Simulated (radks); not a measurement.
Valence configurations of the carbon ion C2+ (all share [He]). All-electron calculation, Dirac Kohn-Sham, PBE, spin-unpolarised, spherical densities, point nucleus; open shells fill j = l - 1/2 first. Program: a radial shooting solver on a logarithmic mesh with Libxc functionals. Energies are relative to 2s2; eigenvalues in eV.

\begin{tabular}{lrrr}
valence & E (eV) & e(2p1/2) & e(2s1/2) \\ \hline
2s2 & 0.000 & - & -40.378 \\
2s1.5 2p0.5 & 4.304 & -31.586 & -40.200 \\
2s1 2p1 & 8.614 & -31.403 & -40.026 \\
2s0.5 2p1.5 & 12.927 & -31.228 & -39.858 \\
2p2 & 17.245 & -31.059 & - \\
\end{tabular}

NIST lists [He] 2s2 as the ground configuration; this level of theory agrees among the configurations tried. The energies are those of spherical spin-averaged densities, not of single terms.
